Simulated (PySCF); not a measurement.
Calculation: PBE-D3(BJ)/def2-TZVP // B3LYP-D3(BJ)/def2-TZVP run with PySCF. Isolated molecules, 0 K electronic values unless said otherwise. One relaxed conformer stands for a flexible species; it need not be the lowest. Excitations are Tamm–Dancoff values on a coarser integration grid. The basis has no diffuse functions, so Rydberg states are missing or too high.

Reference species (SMILES): `N(=C1\OC1)/[H]` (neutral, multiplicity 1).

T1 excitation (TDA): 5.45 eV
S1–T1 gap (TDA): 0.75 eV

Changed species: `N=C=CO`.

Question: What does the change do to the T1 excitation (TDA) and S1–T1 gap (TDA)?

Answer: the T1 excitation (TDA) decreases by 2.82 eV, to 2.63 eV; the S1–T1 gap (TDA) drops by 0.22 eV, to 0.53 eV.
